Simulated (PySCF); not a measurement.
## Relatives of 1,1,1-trifluoroacetone: proton affinities (298 K, kJ/mol) at the best site tried

These are calculated values, ωB97X-D3(BJ)/def2-TZVP in PySCF (grid level 2) at geometries from PBE0-D3(BJ)/def2-SVP. Enthalpies at 298.15 K use unscaled PBE0-D3(BJ)/def2-SVP harmonic frequencies.

Starting point: 1,1,1-trifluoroacetone, `CC(=O)C(F)(F)F` (C3H3F3O), 739 (`CC(=[OH+])C(F)(F)F`).

```
                                                   molecule  value  change        site or products
                trifluoroacetaldehyde, O=CC(F)(F)F (C2HF3O)    675     -64         [OH+]=CC(F)(F)F
trifluoromethanesulfonic acid, O=S(=O)(O)C(F)(F)F (CHF3O3S)    696     -42  O=S(O)(=[OH+])C(F)(F)F
               2,2,2-trifluoroethanol, OCC(F)(F)F (C2H3F3O)    709     -30         [OH2+]CC(F)(F)F
                                   O=COCC(F)(F)F (C3H3F3O2)    758      19       [OH+]=COCC(F)(F)F
                                   CN(C)CC(F)(F)F (C4H8F3N)    913     175      C[NH+](C)CC(F)(F)F
```

Gas phase, one low conformer a species, no spin-orbit coupling; the best conformer of a species may have been missed, which can turn small differences round.

How does the value change on going from the starting point to trifluoroacetic acid, `O=C(O)C(F)(F)F` (C2HF3O2)?

It falls by 22 to 717 (`OC(=[OH+])C(F)(F)F`).

Differences come from unrounded values, so a last digit can differ from that of the printed terms.
